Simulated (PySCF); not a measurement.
A geometry optimisation on `c1nscc1N1CCCC1`.

Method: PBE0-D3(BJ)/def2-SVP geometry optimisation, gas phase (PySCF 2.14.0). Start geometry: GFN2-xTB. A driver script takes a list of jobs; this job's settings line and coordinates (Å) are shown.

Input:
```
{"job": {"xc": "PBE0", "basis": "def2-SVP", "d3": "d3bj", "grid": 1, "kind": "geom"}, "charge": 0, "multiplicity": 1}
C      2.332653    -0.836105     0.666820
N      3.605675    -0.574576     0.569305
S      3.880283     0.631680    -0.490825
C      2.215041     0.854039    -0.852944
C      1.459722    -0.042378    -0.131111
N      0.105908    -0.199167    -0.194063
C     -0.643109    -0.836580     0.873941
C     -2.011921    -0.154445     0.841930
C     -2.138567     0.283651    -0.615772
C     -0.716386     0.721950    -0.949121
H      2.021840    -1.628275     1.325243
H      1.905997     1.594444    -1.559343
H     -0.737243    -1.911186     0.669531
H     -0.145171    -0.712835     1.840433
H     -2.011262     0.720173     1.494199
H     -2.812642    -0.820848     1.155072
H     -2.420584    -0.566429    -1.237594
H     -2.864302     1.081342    -0.757832
H     -0.542431     1.762530    -0.634972
H     -0.488650     0.643693    -2.015934
```

Output:
```
step   0  E = -779.47160651  max force = 0.012203
step   1  E = -779.47412993  max force = 0.002365
step   2  E = -779.47419506  max force = 0.001856
step   3  E = -779.47424347  max force = 0.001297
step   4  E = -779.47425817  max force = 0.001118
step   5  E = -779.47427161  max force = 0.000794
step   6  E = -779.47428122  max force = 0.000631
step   7  E = -779.47430131  max force = 0.000649
step   8  E = -779.47432558  max force = 0.000483
step   9  E = -779.47433697  max force = 0.000202
optimisation converged
```

Energies in Eh; «max force» is the largest Cartesian gradient component in Eh/bohr.

**Question.** How much energy does the optimisation release, in eV?

**Answer.** E(step 0) − E(last step) = 0.002730 Eh, which is 0.074 eV.

**Question.** Give the first gradient maximum in eV/Å.

**Answer.** With 1 Eh/bohr = 51.422 eV/Å, 0.628 eV/Å.

Summary of the converged run: final energy -779.47434 Eh after 9 steps; dipole 4.29 D.

**Question.** Where do the atoms end?

**Answer.** 0.122 Å rms from the input after alignment:
```
atom  x, y, z in Å
C1     2.3823   -0.6351    0.8631
N2     3.6739   -0.5069    0.6847
S3     3.9689    0.6560   -0.4484
C4     2.3170    1.0251   -0.7259
C5     1.5298    0.2197    0.0812
N6     0.1667    0.2128    0.1419
C7    -0.5911   -0.5536    1.1076
C8    -1.9912    0.0490    1.0115
C9    -2.0637    0.5415   -0.4320
C10   -0.6531    1.0621   -0.6876
H11    2.0215   -1.3777    1.5801
H12    1.9985    1.7919   -1.4292
H13   -0.5940   -1.6341    0.8597
H14   -0.1687   -0.4562    2.1231
H15   -2.0782    0.9008    1.7052
H16   -2.7818   -0.6703    1.2681
H17   -2.2769   -0.3016   -1.1089
H18   -2.8373    1.3049   -0.5958
H19   -0.5519    2.1303   -0.4025
H20   -0.3594    0.9835   -1.7497
```

Rough CPU time on one thread of a shared machine: about 4 min.
Labels such as C1 count atoms from 1, the log's own numbers from 0.
